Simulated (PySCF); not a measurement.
Atom-mapped SMILES (the numbers label the heavy atoms): `[CH3:1][CH2:2][C:3](=[O:4])[N:5]([CH3:6])[CH3:7]`. Hydrogens are named by the atom that carries them.

Geometry: PBE0-D3(BJ)/def2-SVP; GIAO shifts from PySCF 2.14, gas phase, non-relativistic, averaged over equivalent atoms.

At PBE0/pcSseg-1 (174 basis functions, 22 s wall time on 1 thread of an Arm Neoverse V1, shared host):
```
atoms  δ (ppm)
   C3    174.0
   C6     35.7
   C7     33.7
   C2     28.3
   C1     10.4
   O4    418.1
   N5    112.8
H(C7)     2.98
H(C6)     2.75
H(C2)     1.93
H(C1)     1.11
```

δ = σ(ref) − σ, references computed at the same level: TMS for ¹³C (184.41 ppm) and ¹H (31.27 ppm); ¹⁷O (334.56 ppm) against H2O; ¹⁵N (265.67 ppm) against NH3.

What do these become at KT2/pcSseg-1?

Results:


```
atoms  δ at KT2/pcSseg-1  change
   C3              162.0   -12.0
   C6               36.2    +0.5
   C7               34.1    +0.4
   C2               27.8    -0.5
   C1               10.6    +0.2
   O4              389.3   -28.8
   N5              113.9    +1.1
H(C7)               3.02   +0.04
H(C6)               2.81   +0.06
H(C2)               2.00   +0.07
H(C1)               1.07   -0.04
```

Referencing at the same level of theory: TMS for ¹³C (183.22 ppm) and ¹H (31.18 ppm); H2O for ¹⁷O (330.66 ppm); ¹⁵N (264.30 ppm) vs NH3.

The largest change is at O4 (amide-type carbonyl oxygen). Cost: 174 basis functions, 33 s wall time on 1 thread of an Arm Neoverse V1, shared host. The order of the carbon signals is the same at both levels.

Rotation about the amide-type C–N bond is slow at room temperature, so the two groups on nitrogen are listed apart. Unscaled 17O shifts of doubly bonded oxygen tend to come out too high, by tens of ppm or more. Experimental scales use liquid or dissolved standards, which lie at an offset from isolated NH3 (liquid NH3: subtract about 20 ppm) and H2O (liquid H2O: subtract about 36 ppm).
